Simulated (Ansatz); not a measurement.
Basis sets compared for Ge3Se4. The state is a singlet with charge 0. Geometry PBE-D4/def2-SVP. Ansatz on 4 threads of Intel Xeon Platinum 8175M on a shared host; times are rough, and most runs start from earlier orbitals.

Cartesian coordinates in Å:
```
Ge 0.999 1.972 0.510
Ge -1.284 0.413 -1.424
Ge 0.062 -2.100 1.414
Se 1.908 -0.692 0.623
Se -1.372 1.889 0.583
Se 1.283 0.264 -1.520
Se -1.596 -1.746 -0.185
```

Another isomer (singlet) lies 0.58 eV lower at PBE0-D4/def2-TZVP; other spin states weren't run for this one.

Binding counts from free atoms (Ge triplet, Se triplet) in the same basis, without a counterpoise term.

| level | functions | energy (Eh) | HOMO (eV) | LUMO (eV) | binding per atom (eV) | wall time |
| --- | --- | --- | --- | --- | --- | --- |
| PBE-D4/def2-SVP | 224 | -15833.1710 | -5.44 | -3.58 | 3.22 | 6 s |
| PBE0-D4/def2-SVP | 224 | -15833.6049 | -6.34 | -3.00 | 3.02 | 17 s |

(1) Estimate the rows for PBE-D4/def2-TZVP (with forces), PBE0-D4/def2-TZVP.

Answers

(1) 
```csv
level,functions,energy (Eh),HOMO (eV),LUMO (eV),binding per atom (eV),wall time
PBE-D4/def2-TZVP (with forces),336,-15835.1317,-5.46,-3.61,3.21,16 s
PBE0-D4/def2-TZVP,336,-15835.5661,-6.32,-3.00,3.03,38 s
```
